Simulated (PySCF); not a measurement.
Isomers of C3H11NSi2.

All values: wB97X-D/def2-SVPD (PySCF) at GFN2-xTB geometries, gas phase, one conformer each. Core orbitals are frozen in the response; Δα² is half the sum of the squared differences of the principal polarisabilities.

(1) Rank by polarisability anisotropy Δα, highest first.
A. `[CH2:1]1[CH2:2][NH:3][SiH2:4][SiH2:5][CH2:6]1` with C6–C1–C2–N3 -77°, C1–C2–N3–Si4 65°, C2–N3–Si4–Si5 -39°, N3–Si4–Si5–C6 25°
B. `[CH2:1]=[CH:2][CH2:3][N:4]([SiH3:5])[SiH3:6]` with C1–C2–C3–N4 116°, C2–C3–N4–Si5 -79°
C. `[CH3:1]/[CH:2]=[N:3]/[Si@@H:4]([CH3:5])[SiH3:6]` with C2–N3–Si4–C5 128°
D. `[SiH3:1][N:2]([SiH3:3])[CH:4]1[CH2:5][CH2:6]1` with Si1–N2–C4–C5 -149°

(2) Rank by HOMO–LUMO gap, highest first.
A. `[CH3:1]/[CH:2]=[N:3]/[Si@@H:4]([CH3:5])[SiH3:6]` with C2–N3–Si4–C5 128°
B. `[CH2:1]1[CH2:2][NH:3][SiH2:4][SiH2:5][CH2:6]1` with C6–C1–C2–N3 -77°, C1–C2–N3–Si4 65°, C2–N3–Si4–Si5 -39°, N3–Si4–Si5–C6 25°
C. `[CH2:1]=[CH:2][CH2:3][N:4]([SiH3:5])[SiH3:6]` with C1–C2–C3–N4 116°, C2–C3–N4–Si5 -79°

(3) Rank by mean static polarisability, highest first.
A. `[CH3:1]/[CH:2]=[N:3]/[Si@@H:4]([CH3:5])[SiH3:6]` with C2–N3–Si4–C5 128°
B. `[CH2:1]1[CH2:2][NH:3][SiH2:4][SiH2:5][CH2:6]1` with C6–C1–C2–N3 -77°, C1–C2–N3–Si4 65°, C2–N3–Si4–Si5 -39°, N3–Si4–Si5–C6 25°
C. `[SiH3:1][N:2]([SiH3:3])[CH:4]1[CH2:5][CH2:6]1` with Si1–N2–C4–C5 -149°

## Answers

(1) C (4.77 Å³), B (3.80 Å³), A (2.95 Å³), D (2.61 Å³).

(2) C (10.47 eV), B (10.03 eV), A (9.88 eV).

(3) A (15.43 Å³), B (14.07 Å³), C (13.58 Å³).

All values together:

```
                SMILES  μ (D)  HOMO (eV)  LUMO (eV)  α (Å³)  Δα (Å³)
  [SiH3]N([SiH3])C1CC1   0.79      -8.58       2.00   13.58     2.61
C/C=N/[Si@@H](C)[SiH3]   1.84      -8.73       1.15   15.43     4.77
    C1CN[SiH2][SiH2]C1   1.47      -8.50       1.54   14.07     2.95
   C=CCN([SiH3])[SiH3]   0.58      -8.81       1.66   14.15     3.80
```

Conformers: `[SiH3:1][N:2]([SiH3:3])[CH:4]1[CH2:5][CH2:6]1` with Si1–N2–C4–C5 -149°; `[CH3:1]/[CH:2]=[N:3]/[Si@@H:4]([CH3:5])[SiH3:6]` with C2–N3–Si4–C5 128°; `[CH2:1]1[CH2:2][NH:3][SiH2:4][SiH2:5][CH2:6]1` with C6–C1–C2–N3 -77°, C1–C2–N3–Si4 65°, C2–N3–Si4–Si5 -39°, N3–Si4–Si5–C6 25°; `[CH2:1]=[CH:2][CH2:3][N:4]([SiH3:5])[SiH3:6]` with C1–C2–C3–N4 116°, C2–C3–N4–Si5 -79°.
